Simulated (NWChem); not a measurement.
System: C₃H₂F₃ cation

Output (shortened):

```
             Northwest Computational Chemistry Package (NWChem) 7.3.0
             --------------------------------------------------------

                             Geometry "geometry" -> ""
                             -------------------------

 Output coordinates in angstroms (scale by  1.889725989 to convert to a.u.)

  No.       Tag          Charge          X              Y              Z
 ---- ---------------- ---------- -------------- -------------- --------------
    1 C                    6.0000    -1.25510400    -1.40341100     0.00000000
    2 C                    6.0000    -0.05002200    -0.75618100     0.00000000
    3 F                    9.0000     1.11380100    -1.36728100     0.00000000
    4 C                    6.0000     0.02600100     0.67876500     0.00000000
    5 F                    9.0000    -1.00527900     1.42391500     0.00000000
    6 F                    9.0000     1.14070000     1.27978700     0.00000000
    7 H                    1.0000    -2.20466500    -0.84495100     0.00000000
    8 H                    1.0000    -1.27947400    -2.50681700     0.00000000

 Effective nuclear repulsion energy (a.u.)     236.2486508035

  xc_inp: hfexch multiplicative factor not found.

                                 NWChem DFT Module
                                 -----------------

 Summary of "ao basis" -> "ao basis" (spherical)
 ------------------------------------------------------------------------------
       Tag                 Description            Shells   Functions and Types
 ---------------- ------------------------------  ------  ---------------------
 C                           6-31g*                  6       14   3s2p1d
 F                           6-31g*                  6       14   3s2p1d
 H                           6-31g*                  2        2   2s

            General Information
            -------------------
          SCF calculation type: DFT
          Wavefunction type:  closed shell.
          No. of atoms     :     8
          No. of electrons :    46
           Alpha electrons :    23
            Beta electrons :    23
          Charge           :     1
          Spin multiplicity:     1
          Use of symmetry is: off; symmetry adaption is: off
          Maximum number of iterations: 150
          AO basis - number of functions:    88
                     number of shells:    40
          Convergence on energy requested:  1.00D-06
          Convergence on density requested:  1.00D-05
          Convergence on gradient requested:  5.00D-04

              XC Information
              --------------
                     Hartree-Fock (Exact) Exchange  1.000

      Superposition of Atomic Density Guess
      -------------------------------------

 Sum of atomic energies:        -412.09422359

 Renormalizing density from      47.00 to     46

      Non-variational initial energy
      ------------------------------

 Total energy =    -408.808952
 1-e energy   =   -1018.236273
 2-e energy   =     373.178670
 HOMO         =      -0.588013
 LUMO         =      -0.356209

     ---------------------------------------------
      Total Density - Mulliken Population Analysis
     ---------------------------------------------

    Atom       Charge   Shell Charges
 -----------   ------   -------------------------------------------------------
    1 C    6     6.34   2.00  0.77  1.90  0.66  0.98  0.03
    2 C    6     5.56   2.00  0.72  1.78  0.42  0.57  0.07
    3 F    9     9.47   2.00  0.98  3.56  0.99  1.93  0.02
    4 C    6     4.59   2.00  0.67  1.25  0.32  0.24  0.11
    5 F    9     9.36   2.00  0.98  3.51  0.97  1.89  0.01
    6 F    9     9.36   2.00  0.98  3.51  0.97  1.89  0.01
    7 H    1     0.66   0.43  0.23
    8 H    1     0.66   0.43  0.23

   convergence    iter        energy       DeltaE   RMS-Dens  Diis-err
 ---------------- ----- ----------------- --------- --------- ---------
 d= 0,ls=0.0,diis     1   -412.5298832978 -6.49D+02  1.05D-02  1.95D+00
 d= 0,ls=0.0,diis     2   -412.6462829656 -1.16D-01  4.35D-03  8.69D-01
 d= 0,ls=0.0,diis     3   -412.7169129804 -7.06D-02  1.00D-03  8.55D-03
 d= 0,ls=0.0,diis     4   -412.7186782343 -1.77D-03  2.40D-04  8.22D-04
 d= 0,ls=0.0,diis     5   -412.7188147497 -1.37D-04  1.37D-04  7.82D-05
  Resetting Diis
 d= 0,ls=0.0,diis     6   -412.7188443839 -2.96D-05  5.99D-05  1.36D-05
 d= 0,ls=0.0,diis     7   -412.7188486867 -4.30D-06  1.48D-05  1.33D-06
 d= 0,ls=0.0,diis     8   -412.7188490648 -3.78D-07  6.54D-06  5.07D-07

         Total DFT energy =     -412.718849064822
      One electron energy =    -1028.631624977693
           Coulomb energy =      425.792580078130
    Exchange-Corr. energy =      -46.128454968728
 Nuclear repulsion energy =      236.248650803470

 Numeric. integr. density =        0.000000000000

                       DFT Final Molecular Orbital Analysis
                       ------------------------------------

 Vector   21  Occ=2.000000D+00  E=-8.449887D-01
              MO Center= -1.1D+00, -1.4D+00,  1.7D-16, r^2= 2.1D+00
   Bfn.  Coefficient  Atom+Function         Bfn.  Coefficient  Atom+Function
  ----- ------------  ---------------      ----- ------------  ---------------
     4      0.355331  1 C  py                 3     -0.262541  1 C  px
    31     -0.233433  3 F  px                85      0.233650  7 H  s
     8      0.224935  1 C  py                87     -0.203633  8 H  s
    35     -0.161337  3 F  px                 7     -0.140432  1 C  px
    32     -0.127614  3 F  py                86      0.115312  7 H  s

 Vector   22  Occ=2.000000D+00  E=-8.347504D-01
              MO Center=  1.2D-01, -9.9D-01, -4.0D-16, r^2= 2.4D+00
   Bfn.  Coefficient  Atom+Function         Bfn.  Coefficient  Atom+Function
  ----- ------------  ---------------      ----- ------------  ---------------
    32      0.411662  3 F  py                36      0.300698  3 F  py
    46      0.234742  4 C  py                 4      0.228440  1 C  py
    18     -0.215117  2 C  py                 3      0.194417  1 C  px
    31      0.183559  3 F  px                48     -0.176480  4 C  s
    17     -0.147058  2 C  px                74     -0.140011  6 F  py

 Vector   23  Occ=2.000000D+00  E=-6.483763D-01
              MO Center= -2.7D-01, -7.6D-01, -9.5D-16, r^2= 2.0D+00
   Bfn.  Coefficient  Atom+Function         Bfn.  Coefficient  Atom+Function
  ----- ------------  ---------------      ----- ------------  ---------------
    19      0.402455  2 C  pz                 5      0.290447  1 C  pz
    23      0.274543  2 C  pz                33     -0.263168  3 F  pz
    37     -0.234177  3 F  pz                 9      0.211149  1 C  pz
    47      0.191576  4 C  pz                61     -0.125000  5 F  pz
    75     -0.119218  6 F  pz                51      0.109952  4 C  pz

 Vector   24  Occ=0.000000D+00  E=-2.229421D-01
              MO Center= -5.2D-01, -2.2D-01,  7.2D-16, r^2= 2.8D+00
   Bfn.  Coefficient  Atom+Function         Bfn.  Coefficient  Atom+Function
  ----- ------------  ---------------      ----- ------------  ---------------
    47     -0.467876  4 C  pz                 9      0.451476  1 C  pz
    51     -0.390686  4 C  pz                 5      0.352054  1 C  pz
    79      0.193173  6 F  pz                75      0.191080  6 F  pz
    65      0.184295  5 F  pz                61      0.175983  5 F  pz
    23     -0.098095  2 C  pz                19     -0.053430  2 C  pz

 Vector   25  Occ=0.000000D+00  E=-5.386827D-03
              MO Center= -3.8D-01, -4.9D-01,  5.9D-16, r^2= 2.6D+00
   Bfn.  Coefficient  Atom+Function         Bfn.  Coefficient  Atom+Function
  ----- ------------  ---------------      ----- ------------  ---------------
    23      0.711824  2 C  pz                 9     -0.579473  1 C  pz
    51     -0.501533  4 C  pz                19      0.471250  2 C  pz
    47     -0.390973  4 C  pz                 5     -0.248508  1 C  pz
    37     -0.187083  3 F  pz                79      0.156849  6 F  pz
    65      0.155204  5 F  pz                33     -0.149592  3 F  pz

[...]

                     NWChem Electrostatic Potential Fit Module
                     -----------------------------------------

 Atom parameters

 Number of atoms is                                    8
 Number of basis functions is                         88

 Grid parameters

 Maximum number of grid points is                  34669
 Number of grid points is                          34668
 Grid range                                     0.300000 nm
 Grid spacing                                   0.020000 nm
 Probe radius                                   0.070000 nm
 Atom radius factor                             1.000000

 Atomic radii

    1    0.100000
    6    0.147000
    9    0.128000
 FASTESP  F
  using M.O. file = ./job.movecs

    Atom              Coordinates                           Charge

                                                  ESP

    1 C    -0.125510   -0.140341    0.000000   -0.067125
    2 C    -0.005002   -0.075618    0.000000    0.085410
    3 F     0.111380   -0.136728    0.000000   -0.119966
    4 C     0.002600    0.067877    0.000000    0.759177
    5 F    -0.100528    0.142392    0.000000   -0.079092
    6 F     0.114070    0.127979    0.000000   -0.044255
    7 H    -0.220467   -0.084495    0.000000    0.200874
    8 H    -0.127947   -0.250682    0.000000    0.264977
                                            ------------
                                                1.000000

 Dipole moment                                  0.616962

 Quadrupole moment Qxx                         -1.851642
                   Qyy                          9.128120
                   Qzz                         -7.276478

 RMS deviation kJ/mol                           0.047630

 RRMS %                                         2.104047
```

Level: Hartree-Fock/6-31G* (spherical d). All runs use the structure optimised with PBE-D3(BJ)/def2-SVP.

Task: Reconstruct the input file.

Result: Several could match; the one computed here: the input that was run:
```
start job
memory heap 200 mb stack 900 mb global 1100 mb
charge 1
geometry units angstroms noautosym nocenter noautoz
  C     -1.255104    -1.403411     0.000000
  C     -0.050022    -0.756181     0.000000
  F      1.113801    -1.367281     0.000000
  C      0.026001     0.678765     0.000000
  F     -1.005279     1.423915     0.000000
  F      1.140700     1.279787     0.000000
  H     -2.204665    -0.844951     0.000000
  H     -1.279474    -2.506817     0.000000
end
basis spherical
  C library 6-31g*
  F library 6-31g*
  H library 6-31g*
end
dft
  xc hfexch
  iterations 150
  mulliken
end
task dft energy
esp
  recalculate
  probe 0.07
  range 0.3
  factor 1.0
  spacing 0.02
end
task esp
```
